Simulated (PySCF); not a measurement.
Job file and geometry (Å, from PBE0-D3(BJ)/def2-SVP) of an NMR shielding run on `P[SiH2][GeH3]`, GeH₇PSi, GIAO WP04/pcSseg-2 NMR shielding, non-relativistic, gas phase in PySCF 2.14.0, density-fitted response routines; density fitting, a coarse starting grid and PySCF grid level 2 are the driver's defaults:

```
{"job": {"kind": "nmr", "xc": "WP04", "basis": "pcSseg-2", "pop": false}, "charge": 0, "multiplicity": 1}
P      1.904115     0.867079     0.821983
Si     0.317583    -0.588767     0.105903
Ge    -1.816103     0.263888     0.732888
H      2.948435     0.290361     0.035219
H      1.575535     1.845676    -0.166067
H      0.357316    -0.827603    -1.371282
H      0.555797    -1.892278     0.799624
H     -2.938746    -0.689532     0.283282
H     -2.047583     1.637543     0.074528
H     -1.892257     0.436206     2.260609
```

Question: Write the output of this run.

Answer: 
```
coarse grid: 37544 points
cycle   1  E = -2730.4143762960  dE = -8.827e-01  |g| = 4.381e-01  |ddm| = 2.226e+00
cycle   2  E = -2730.4177742120  dE = -3.398e-03  |g| = 2.742e-01  |ddm| = 4.894e-01
cycle   3  E = -2730.4278137320  dE = -1.004e-02  |g| = 1.200e-01  |ddm| = 3.062e-01
cycle   4  E = -2730.4299400078  dE = -2.126e-03  |g| = 2.277e-02  |ddm| = 8.385e-02
cycle   5  E = -2730.4299879252  dE = -4.792e-05  |g| = 4.027e-03  |ddm| = 1.484e-02
cycle   6  E = -2730.4299916137  dE = -3.689e-06  |g| = 1.245e-03  |ddm| = 4.983e-03
final grid: 74496 points
cycle   7  E = -2730.4299730217  dE =  9.533e-08  |g| = 1.549e-03  |ddm| = 2.980e-03
cycle   8  E = -2730.4299727004  dE =  3.213e-07  |g| = 2.056e-03  |ddm| = 3.086e-03
cycle   9  E = -2730.4299735629  dE = -8.624e-07  |g| = 1.052e-04  |ddm| = 1.695e-03
cycle  10  E = -2730.4299735650  dE = -2.175e-09  |g| = 1.981e-05  |ddm| = 8.558e-05
cycle  11  E = -2730.4299735651  dE = -5.912e-11  |g| = 2.507e-06  |ddm| = 1.674e-05
converged SCF energy = -2730.4299735651

GIAO shielding tensors (ppm)
atom      isotropic    diamagn.    paramagn.     s11        s22        s33       span
  0 P      531.275     969.106    -437.831    480.856    509.288    603.680    122.823
  1 Si     383.953     882.509    -498.556    360.831    377.881    413.148     52.317
  2 Ge    1570.123    2763.273   -1193.149   1559.671   1563.148   1587.550     27.879
  3 H       29.823      29.686       0.138     25.233     27.083     37.154     11.920
  4 H       30.182      31.065      -0.884     25.385     28.721     36.439     11.055
  5 H       27.695      30.758      -3.063     24.031     26.151     32.904      8.873
  6 H       28.052      29.837      -1.785     24.948     26.248     32.959      8.011
  7 H       28.314      29.521      -1.207     22.513     23.068     39.362     16.849
  8 H       28.519      30.374      -1.855     22.625     24.113     38.819     16.194
  9 H       28.442      29.612      -1.169     22.614     23.814     38.899     16.285
```

Question: Turn these shieldings into chemical shifts. Scale: 31P (287.76 ppm) against H3PO4; 29Si (328.00 ppm), 1H (31.61 ppm) vs TMS; 73Ge (1281.65 ppm) vs GeMe4 (reference shieldings calculated alike).

Answer: Averaging equivalent atoms: P 0: -243.5; Si 1: -56.0; Ge 2: -288; H 5/6: 3.74; H 7/8/9: 3.19; H 3/4: 1.61 ppm. Experimental scales use liquid or dissolved standards, which lie at an offset from isolated H3PO4.

Relativistic effects, spin–orbit coupling among them, are left out; they matter for Ge and for the light atoms bonded to it.

Size and cost of the density-fitted run: 247 basis functions, 24 s wall time on 1 thread of an Arm Neoverse V2, shared host.
